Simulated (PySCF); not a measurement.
A GIAO shielding run with PySCF 2.14.0 with density-fitted response routines (density fitting, non-relativistic, gas phase) on `CSC1=CC=C[SiH2]1`, C$_{5}$H$_{8}$SSi:

```
$ OMP_NUM_THREADS=1 python probes_run.py task.json out

{"job": {"kind": "nmr", "xc": "PBE0", "basis": "pcSseg-1"}, "charge": 0, "multiplicity": 1}
C      2.682667    -0.236615    -0.596012
S      1.496797     0.629491    -1.665914
C      0.003599     0.366334    -0.812807
C     -1.169029     0.872365    -1.245536
C     -2.322017     0.559600    -0.433672
C     -2.115809    -0.197779     0.657407
Si    -0.298246    -0.629137     0.784069
H      2.399785    -1.280953    -0.507868
H      2.704840     0.236635     0.380827
H      3.652665    -0.150483    -1.075827
H     -1.270439     1.474083    -2.135915
H     -3.291757     0.938566    -0.725884
H     -2.912699    -0.482397     1.323048
H      0.027062    -2.044897     0.599810
H      0.408168    -0.046824     1.926705
```

Hardware: 1 thread of an Intel Xeon, shared host. The job also computes population analyses, field gradients, ring-centre shieldings.

Problem. How large is the calculation?

Solution. 68 electrons, 173 basis functions and 941 auxiliary functions.

Problem. How long does it take, and how much memory does it need?

Solution. 76 s of wall time, with 14 SCF cycles and 5 response iterations; peak memory 0.86 GiB. Times on a shared host scatter by some tens of per cent.
